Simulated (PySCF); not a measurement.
**How the method changes the constants of InHg⁺**

State: ¹Σ⁺ (singlet), closed shell. Set-up: basis In def2-SVP with ECP28, Hg def2-SVP with ECP60; scalar-relativistic core potentials; PySCF 2.14. De refers to In⁺ + Hg in their ground configurations, without counterpoise correction. A positive dipole points towards Hg; it is taken about the centre of mass and depends on that origin.

| Level | Re (Å) | ωe (cm⁻¹) | De (eV) | μ (D) |
| --- | --- | --- | --- | --- |
| RHF-MP2 | 3.221 | 64.7 | 0.340 | n/a |
| RHF-SCS-MP2 | 3.285 | 59.0 | 0.293 | n/a |
| RHF-CCSD | 3.302 | 58.2 | 0.302 | n/a |
| RHF-CCSD(T) | 3.268 | 61.1 | 0.326 | n/a |
| PBE | 3.204 | 67.9 | 0.435 | -5.95 |
| r²SCAN | 3.138 | 73.2 | 0.457 | -5.58 |
| TPSSh | 3.185 | 69.2 | 0.419 | -5.77 |
| r²SCANh | 3.152 | 71.9 | 0.441 | -5.63 |
| B3LYP | 3.284 | 61.3 | 0.346 | -6.32 |
| PBE0 | 3.209 | 67.7 | 0.412 | -5.90 |
| ωB97X | 3.260 | 65.3 | 0.415 | -6.17 |

Problem. Which functional lies closest to RHF-CCSD(T) in De, which farthest, and by how much do they differ from it?

Solution. Closest is B3LYP (+1.6 pm in Re, +0.3 % in ωe, +0.02 eV in De against RHF-CCSD(T) in the same basis), farthest r²SCAN (-13.0 pm in Re, +19.8 % in ωe, +0.13 eV in De). CCSD(T) converges more slowly with the basis than the functionals do and binds too weakly in this one, so the order can change at the basis-set limit.

Problem. What does a quarter of exact exchange do here, going from PBE to PBE0?

Solution. PBE0 less PBE: +0.5 pm in Re, -0.3 % in ωe, -0.02 eV in De. Exact exchange removes part of the self-interaction that spreads semilocal densities, and in most molecules shortens and stiffens the bond and lowers De; here Re goes the other way.

Problem. What does the triples do here, going from RHF-CCSD to RHF-CCSD(T)?

Solution. RHF-CCSD(T) less RHF-CCSD: -3.4 pm in Re, +5.0 % in ωe, +0.02 eV in De. Correlation nearly always deepens the well. The bond shortens, as in weak, metallic or heavy-atom bonds, where dispersion and the correlation of outer-core electrons pull the atoms together.

Correlated steps freeze 4 core orbitals. Closed-shell solutions of metal pairs were not tested for spin polarisation, which can lower them a little. Correlated levels converge slowly with the basis: in double zeta they bind strong bonds too weakly, by up to about 1 eV, and carry superposition errors of some tenths. Spin–orbit coupling is left out. For an ion De counts to the pair picked by the measured ionisation energies or electron affinities, which need not be the lowest pair at this level.

The whole job (state search and all levels along the bond) took about 2.2 min on 1 thread of Intel Xeon Platinum 8259CL @ 2.50GHz (shared host), peak memory 0.77 GiB.
